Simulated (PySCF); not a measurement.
Cl₂HSi, SMILES Cl[SiH]Cl (connectivity only; charge and spin as stated), charge +1, multiplicity 1.

Geometry: PBE0-D3(BJ)/def2-TZVP. The spin state was assumed, not searched. The isomer is the one that the SMILES or the coordinates give; other isomers of the formula were not compared.

Method: PySCF with TDA-ωB97X/def2-SVPD.

Vertical excitations. The molecule is in vacuum. State labels are in the subgroup C2v.

Computed excitation energies, oscillator strengths and character:
| state | symmetry | energy (eV) | λ (nm) | f | main pairs |
|---|---|---|---|---|---|
| S1 | A2 | 5.90 | 210 | 0.000 | HOMO→LUMO 99 % |
| S2 | B1 | 6.07 | 204 | 0.002 | HOMO−2→LUMO 99 % |
| S3 | B2 | 6.80 | 182 | 0.093 | HOMO−1→LUMO 88 % |
| S4 | A1 | 7.77 | 160 | 0.015 | HOMO−3→LUMO 87 % |
| S5 | A2 | 7.90 | 157 | 0.000 | HOMO−1→LUMO+1 96 % |
| S6 | B2 | 7.92 | 157 | 0.062 | HOMO→LUMO+1 86 % |
| S7 | A1 | 8.25 | 150 | 0.074 | HOMO−2→LUMO+1 88 % |
| S8 | B1 | 8.26 | 150 | 0.002 | HOMO−4→LUMO 96 % |
| S9 | A2 | 8.56 | 145 | 0.000 | HOMO−5→LUMO 98 % |
| S10 | B1 | 8.98 | 138 | 0.059 | HOMO−3→LUMO+1 91 % |
| T1 | A2 | 5.73 | 216 | 0 | HOMO→LUMO 98 % |
| T2 | B2 | 5.76 | 215 | 0 | HOMO−1→LUMO 98 % |
| T3 | B1 | 5.77 | 215 | 0 | HOMO−2→LUMO 97 % |
| T4 | A1 | 6.49 | 191 | 0 | HOMO−3→LUMO 97 % |
Triplets are in the Tamm–Dancoff approximation.
